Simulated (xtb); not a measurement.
Al(GeH3)(H)(OMe) (CH7AlGeO), SMILES C[O][AlH][GeH3]. All values are semi-empirical tight-binding results from xtb (GFN2-xTB unless named), good for trends rather than for accurate numbers. The structure is a stationary point at GFN2-xTB. The structure was generated by enumeration; whether it is a known compound was not checked. The values are those of a single conformer.

Optimised geometry:

```xyz
11

Al     1.0550     0.0668    -0.3872
Ge    -0.5607     0.0679     1.4196
H     -0.9343    -1.2530     2.0554
H     -0.3493     0.9074     2.6560
H     -1.9330     0.5467     0.9907
H      2.5714     0.2261    -0.1912
O      0.5199    -0.1166    -1.9317
C      0.1148    -0.2683    -3.2660
H      0.6162    -1.1306    -3.7095
H     -0.9653    -0.4201    -3.3099
H      0.3742     0.6262    -3.8357
```
Charge 0, spin multiplicity 1.

A frequency run showed that this geometry is not a minimum.

For metal compounds this method's bond lengths and energies can be far off.

Computed properties:
```yaml
orbital_gap: 4.22 eV
```

Computed atomic charges and the Wiberg bond orders between heavy atoms:
charges (e) Al1 0.38, Ge2 0.03, H3 -0.03, H4 -0.04, H5 -0.03, H6 -0.16, O7 -0.34, C8 0.04, H9 0.05, H10 0.05, H11 0.05. Bond orders Al1–Ge2 0.81, Al1–O7 1.39, O7–C8 0.96.
